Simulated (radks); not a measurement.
Values are calculated unless marked as measured or tabulated.
Task: Coherent X-ray form factor from a spherical all-electron density. Code: a radial shooting solver on a logarithmic mesh with Libxc functionals. Model: scalar-relativistic Kohn-Sham, HCTH/407, spin-polarised, spherical densities, finite nucleus; Fermi nuclear charge, rms radius of each element as measured or else 0.836 A^(1/3) + 0.57 fm.

sin(theta)/lambda (1/angstrom)  f0 (electrons)
0.05                                    43.457
0.1                                     41.931
0.15                                    39.688
0.2                                     37.053
0.25                                    34.315
0.3                                     31.681
0.4                                     27.147
0.5                                     23.732
0.6                                     21.225
0.8                                     17.701
1                                       14.890
1.25                                    11.775
1.5                                      9.292
2                                        6.448

The species is in the configuration that NIST lists as its ground one. Which atom or ion scatters so?

Result: The palladium ion Pd2+, [Kr] 4d8. Extrapolating in s^2 from the first two rows gives f0(0) = 44.0, near the electron count 44; among species with that count, the fall with angle is slower the higher Z, and the table is that of Z = 46; from so few rows the species is fixed only to a neighbour or two.
